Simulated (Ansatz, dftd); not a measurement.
Reaction: C3H4O (2H-oxete, SMILES C1=COC1) → C3H4O (SMILES C#CCO)
Each species at its own B3LYP-D3(BJ)/def2-TZVP minimum (Ansatz, an electronic-structure program), one conformer.

Quantity: isomerisation energy (electronic), in kcal/mol. Radicals and triplets start from unrestricted determinants; spin-orbit coupling is neglected. CBS(X,Y): correlation extrapolated as X^-3, Hartree-Fock from the larger set. A bracket is a step between two methods taken in the basis named. The functionals are non-relativistic, so their misses hold any scalar relativity. 'core' is core correlation in cc-pwCVTZ, 'X2C' scalar relativity in cc-pVTZ-DK, both at CCSD(T).

Compared with CCSD(T)/CBS(cc-pVTZ,cc-pVQZ) + [CCSDT(Q) - CCSD(T)]/cc-pVDZ + core + X2C (Ansatz): -0.5 kcal/mol.

Costs are rough ratios of core time, to one figure, on one kind of shared machine, summed over the single points of the molecules; atoms, geometries and frequencies are left out. The first row took roughly 10 core seconds; short runs hold start-up time.

```csv
level,program,cost relative to the first row,difference (kcal/mol)
PBE-D4/def2-TZVPD,Ansatz + dftd4,1,6.3
r2SCAN-D4/def2-TZVPD,Ansatz + dftd4,1,4.4
B3LYP/def2-TZVPD,Ansatz,1,0.3
CAM-B3LYP-D3(BJ)/def2-TZVPD,Ansatz + dftd3,2,1.4
CAM-B3LYP-D4/def2-TZVPD,Ansatz + dftd4,2,1.6
wB97X-V/def2-TZVPD,Ansatz,3,4.7
```

The dearest row costs roughly 3 times the first. Costs within a factor of two don't rank. The table holds for this case alone.
